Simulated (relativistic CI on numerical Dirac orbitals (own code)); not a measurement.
Computed by Dirac-Coulomb-Breit CI, orbitals from a KLI potential per configuration, QED by a radiative potential, unscaled Slater integrals (own radial code, finite nucleus).

CI space (outside the closed core [Ne]): 3s²3p⁶3d⁸, 3s²3p⁵3d⁹, 3s²3p⁴3d¹⁰, 3s3p⁶3d⁹, 3p⁶3d¹⁰, 3s3p⁵3d¹⁰, 3s²3p⁶3d⁷4s, 3s²3p⁶3d⁷4p, 3s²3p⁶3d⁷4d, 3s²3p⁴3d⁹4s, 3s²3p⁶3d⁷4f, 3s²3p⁵3d⁸4s, 3s²3p⁴3d⁹4p, 3s²3p⁶3d⁶4s², 3s²3p⁵3d⁸4p, 3s²3p⁶3d⁶4s4p, 3s²3p⁴3d⁹4d, 3s3p⁵3d⁹4s, 3s²3p⁶3d⁷5s, 3s²3p⁶3d⁶4p², 3s²3p⁶3d⁷5p, 3s²3p⁶3d⁶4s4d, 3s²3p⁵3d⁸4d, 3s3p⁵3d⁹4p, 3s3p⁶3d⁸4s, 3s²3p⁶3d⁷5d, 3s²3p⁶3d⁶4p4d, 3s²3p⁵3d⁷4s², 3s²3p⁶3d⁷5f, 3s3p⁵3d⁹4d, 3s3p⁶3d⁸4p, 3p⁶3d⁹4s, 3s²3p⁶3d⁷5g, 3s²3p⁵3d⁸4f, 3s²3p⁶3d⁶4d², 3p⁶3d⁹4p. Levels of other configurations are missing.

At this charge energies of transitions that change n are usually good to better than 1 %, and those within a shell (Δn = 0) to a few per cent. Terms inside the open d or f shell come out 10 to 20 % too wide with unscaled integrals.

Outline of the computed level scheme of In XXIV. Lowest level of each configuration: 3s²3p⁶3d⁸ ³F4 at 0.000 eV; 3s²3p⁵3d⁹ ³F°4 at 207.373 eV; 3s3p⁶3d⁹ ³D3 at 376.346 eV; 3s²3p⁴3d¹⁰ ³P2 at 435.406 eV; 3s²3p⁶3d⁷4s ⁵F5 at 464.904 eV.

Some strong electric-dipole decays among the lowest 45 levels: 3s²3p⁵3d⁹ ¹F°3 → 3s²3p⁶3d⁸ ¹G4 (1.1e+12 s⁻¹); 3s²3p⁴3d¹⁰ ¹D2 → 3s²3p⁵3d⁹ ¹F°3 (1.0e+12 s⁻¹); 3s²3p⁴3d¹⁰ ³P1 → 3s²3p⁵3d⁹ ³P°2 (5.9e+11 s⁻¹); 3s²3p⁴3d¹⁰ ³P2 → 3s²3p⁵3d⁹ ³F°3 (5.0e+11 s⁻¹); 3s²3p⁵3d⁹ ³P°0 → 3s²3p⁶3d⁸ ³P1 (4.6e+11 s⁻¹); 3s²3p⁵3d⁹ ³D°3 → 3s²3p⁶3d⁸ ³F4 (4.2e+11 s⁻¹); 3s²3p⁵3d⁹ ³D°2 → 3s²3p⁶3d⁸ ³F3 (3.8e+11 s⁻¹); 3s²3p⁴3d¹⁰ ³P2 → 3s²3p⁵3d⁹ ³D°3 (3.4e+11 s⁻¹).

LS names give the leading component of a level, which can be under half, so a name can repeat, a term be missing and a line seem to break the LS rules.
